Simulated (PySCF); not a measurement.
An unknown is described by computed data only.

Formula: C2H8Si2.

| Quantity | Value |
| --- | --- |
| XPS | Si2p3/2 106.5 (×2), C1s 289.5 (×2), Si1s 1846.3 (×2) eV [ΔSCF SCAN, pcX-2 on the ionised atom, pcseg-1 elsewhere, spin-free X2C, 2p3/2 from a spin–orbit splitting computed afterwards within the 2p shell] |
| Dipole | 0.00 D by symmetry (numerical residue 0.01 D) [CAM-B3LYP/def2-SVPD] |
| 13C NMR | chemical shifts (computed TMS as zero) by class: -7.2 (2 C) ppm [GIAO B3LYP/pcSseg-2] |
| Triplet | lowest triplet excitation (Tamm–Dancoff): 6.28 eV [TDA CAM-B3LYP/def2-SVPD] |
| Rotational structure | rotational constants A, B, C: 7.140, 3.994, 2.824 GHz [PBE0-D3(BJ)/def2-SVP] |
| 1H NMR | chemical shifts (computed TMS as zero) by class: 5.09 (4 H), 0.55 (4 H) ppm [GIAO B3LYP/pcSseg-2] |
| Valence photoelectron | vertical ionisation energy: 9.74 eV [ΔSCF CAM-B3LYP/def2-SVPD] |

Gas-phase values; electronic properties from PySCF, density fitting. Levels stand in brackets. Isolated species at its PBE0-D3(BJ)/def2-SVP geometry, gas phase. NMR classes are plain means over equivalent atoms (diastereotopic ones count apart unless rotation or inversion swaps them), as if these changed places fast.

Question: Propose a structure and show how it fits.

Answer: Numbering: `[CH2:1]1[SiH2:2][CH2:3][SiH2:4]1`. Its formula, C2H8Si2, gives 1 degree of unsaturation: 1 ring and 0 π bonds in the structure found. 2 carbons fall into 1 class: ring sp3 carbon bound to silicon [C1/C3] (-7.2 ppm, 2 C). Hydrogen classes from least to most shielded: 4 H on 2 SiH2 silicons, Si2/Si4 (5.09 ppm), 4 H on 2 like atoms (sp3 carbon bound to silicon), C1/C3 (0.55 ppm). The core levels belong to: Si2p3/2 106.5 eV, SiH2 silicon [Si2/Si4]; C1s 289.5 eV, sp3 carbon bound to silicon [C1/C3]; Si1s 1846.3 eV, SiH2 silicon [Si2/Si4]. The first electron is taken from the HOMO, whose largest Löwdin shares are 0.20 on each of 2 atoms of one kind (sp3 carbon bound to silicon) and 0.17 on each of 2 atoms of one kind (SiH2 silicon). The vanishing dipole is forced by symmetry. The optimised geometry has point group D2h and is an asymmetric top. Structure: `C1[SiH2]C[SiH2]1`. Computed isomers that give other values at the same levels: `C=C[SiH2][SiH3]` (rotational constant A: 6.499 GHz; this holds for the one conformer computed); `[SiH3]/C=C\[SiH3]` (core binding energies: Si2p3/2 106.7 (×2), C1s 290.2 (×2), Si1s 1846.5 (×2) eV). The assignments are read from this structure; whether some other isomer fits the data as well wasn't checked.
